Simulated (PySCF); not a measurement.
Work out the structure from these simulated measurements.

Formula: C5H10FNSi.

* 13C NMR: chemical shifts (computed TMS as zero) by class: 190.9 (1 C), 40.9 (1 C), 40.0 (1 C), 29.0 (1 C), 27.2 (1 C) ppm [GIAO PBE0/pcSseg-1]
* Dipole: 3.00 D [CAM-B3LYP/def2-SVPD]
* UV, strongest line: among the 8 lowest singlet transitions: S3 at 7.14 eV (174 nm, f = 0.153) [TDDFT CAM-B3LYP/def2-SVPD]
* Polarisability: 86.1 au [CAM-B3LYP/def2-SVPD]
* NMR, other nuclei: isotropic shieldings of nuclei other than C and H, by class: -65 (1 N), 393 (1 F), 353 (1 Si) ppm [GIAO PBE0/pcSseg-1]
* UV, first state: lowest singlet excitation: 5.20 eV (239 nm, f = 0.004) [TDDFT CAM-B3LYP/def2-SVPD]
* 1H NMR: chemical shifts (computed TMS as zero) by class: 10.07 (1 H), 5.05 (1 H), 4.92 (1 H), 2.83 (1 H), 2.32 (1 H), 2.25 (1 H), 2.17 (1 H), 2.09 (1 H), 1.89 (1 H), 1.88 (1 H) ppm [GIAO PBE0/pcSseg-1]
* Rotational structure: rotational constants A, B, C: 2.668, 1.296, 0.995 GHz [GFN2-xTB]

Electronic properties: PySCF, gas phase, density fitting. Levels stand in brackets. Geometry: GFN2-xTB, one conformer, isolated molecule. NMR values are class means; diastereotopic atoms form classes of their own.

Problem. Propose a structure and show how it fits.

Solution. Numbering: `[H]/[N:1]=[C:2]1\[CH2:3][CH2:4][CH2:5][C@@H:6]1[SiH2:7][F:8]`. Its formula, C5H10FNSi, gives 2 degrees of unsaturation: 1 ring and 1 π bond in the structure found. 5 carbons fall into 5 classes; from least to most shielded: imine carbon [C2] (190.9 ppm), ring sp3 carbon bound to silicon [C6] (40.9 ppm), ring CH2 carbon [C3] (40.0 ppm), ring CH2 carbon [C5] (29.0 ppm), ring CH2 carbon [C4] (27.2 ppm). Hydrogen classes from least to most shielded: 1 H on an imine nitrogen, N1 (10.07 ppm), 1 H on a fluorine-bound silicon, Si7 (5.05 ppm), 1 H on a fluorine-bound silicon, Si7 (4.92 ppm), 1 H on an sp3 carbon bound to silicon, C6 (2.83 ppm), 1 H on a ring CH2 carbon, C5 (2.32 ppm), 1 H on a ring CH2 carbon, C3 (2.25 ppm), 1 H on a ring CH2 carbon, C5 (2.17 ppm), 1 H on a ring CH2 carbon, C3 (2.09 ppm), 1 H on a ring CH2 carbon, C4 (1.89 ppm), 1 H on a ring CH2 carbon, C4 (1.88 ppm). The other shieldings belong to: -65 ppm, imine nitrogen [N1]; 393 ppm, silicon-bound fluorine [F8]; 353 ppm, fluorine-bound silicon [Si7]. The optimised geometry has point group C1 and is an asymmetric top. Structure: `[H]/N=C1\CCC[C@@H]1[SiH2]F`. Computed isomers that give other values at the same levels: `C=NC[SiH2]CC(=C)F` (13C chemical shifts (computed TMS as zero) by class: 174.6 (1 C), 153.7 (1 C), 94.8 (1 C), 50.5 (1 C), 17.5 (1 C) ppm); `[H]/N=C\[C@@H](CF)[C@H]1C[SiH2]1` (13C chemical shifts (computed TMS as zero) by class: 175.2 (1 C), 87.1 (1 C), 61.6 (1 C), 9.5 (1 C), -1.9 (1 C) ppm); `[H]/N=C\C[SiH2]CC(=C)F` (13C chemical shifts (computed TMS as zero) by class: 177.2 (1 C), 171.9 (1 C), 93.8 (1 C), 28.9 (1 C), 17.9 (1 C) ppm). The assignments are read from this structure; whether some other isomer fits the data as well wasn't checked. The mirror image fits equally.
